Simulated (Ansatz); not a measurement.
Basis sets compared for Ca3Te2. The state is a singlet with charge 0. Geometry PBE-D4/def2-SVP. Ansatz on 2 threads of AMD EPYC 7R13 on a shared host; times are rough, and most runs start from earlier orbitals.

```csv
atom,x (Å),y (Å),z (Å)
Ca1,0.256,0.397,2.033
Ca2,-1.337,-1.481,-0.611
Ca3,1.081,1.083,-1.421
Te4,-1.573,1.457,-0.087
Te5,1.574,-1.456,0.086
```

In the def2 sets Te takes a core potential; there is no spin–orbit coupling. The structure comes from a short search, and lower isomers may exist.

Binding counts from free atoms (Ca singlet, Te triplet) in the same basis, without a counterpoise term.

```
                          level  functions  energy (Eh)  HOMO (eV)  LUMO (eV)  binding per atom (eV)  wall time
                PBE-D4/def2-SVP        124   -2568.0915      -3.10      -2.27                   2.39        3 s
               PBE-D4/def2-TZVP        208   -2568.3648      -3.12      -2.31                   2.35      4.6 s
               PBE0-D4/def2-SVP        124   -2568.2621      -3.48      -1.88                   2.28        6 s
PBE0-D4/def2-TZVP (with forces)        208   -2568.5318      -3.50      -1.92                   2.26       14 s
```

Question: Estimate the rows for PBE-D4/def2-TZVPD, PBE0-D4/def2-TZVPD.

Answer: 
```json
{"level": "PBE-D4/def2-TZVPD", "functions": "226", "energy (Eh)": "-2568.3654", "HOMO (eV)": "-3.12", "LUMO (eV)": "-2.31", "binding per atom (eV)": "2.35", "wall time": "6.5 s"}
{"level": "PBE0-D4/def2-TZVPD", "functions": "226", "energy (Eh)": "-2568.5322", "HOMO (eV)": "-3.50", "LUMO (eV)": "-1.92", "binding per atom (eV)": "2.26", "wall time": "12 s"}
```
